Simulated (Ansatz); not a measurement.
C8H16 can be A, `C[C@H]1CC[C@@H](C)CC1`, or B, `CC(C)/C=C/C(C)C`.

Isolated molecules relaxed with PBE0-D4/def2-TZVP in Ansatz; ΔE leaves out vibrations. CBS: MP2 limit from def2 TZ/QZ plus the TZ coupled-cluster correction, frozen cores. Functionals use def2-TZVPP. B3LYP here is the variant with VWN-RPA as its local correlation; programs differ in this. Each species was taken in one conformer, which may not be the lowest.

Question: Which isomer does CCSD(T)/CBS put lower? Give the gap. (An estimate is asked.)

Answer: Ansatz gave: A, by 79.3 kJ/mol.

Question: Give E(B) − E(A) in kJ/mol with CCSD(T)/def2-SVP, B3LYP, CCSD(T)/def2-TZVPP, CCSD/def2-TZVPP, PBE-D4, r2SCAN-D4, HF/def2-TZVPP. (An estimate is asked.)

Answer: The calculation gave: CCSD(T)/def2-SVP 86.5, B3LYP 53.2, CCSD(T)/def2-TZVPP 79.6, CCSD/def2-TZVPP 80.5, PBE-D4 76.6, r2SCAN-D4 78.4, HF/def2-TZVPP 58.1. None reverses the order clearly.

Largest T1 diagnostic: 0.009.

Leaving LDA and LC-ωPBE aside and taking each functional with its dispersion term where it has one, the values, not all of them listed here, spread over 40.6 kJ/mol, from BLYP-D4 to PBE-QIDH. LDA lies +36.5 kJ/mol from PBE without D4. From r2SCAN to r2SCAN0 (25 % exact exchange), in def2-TZVPP and without D4, E(B) − E(A) moves by +9.8 kJ/mol.
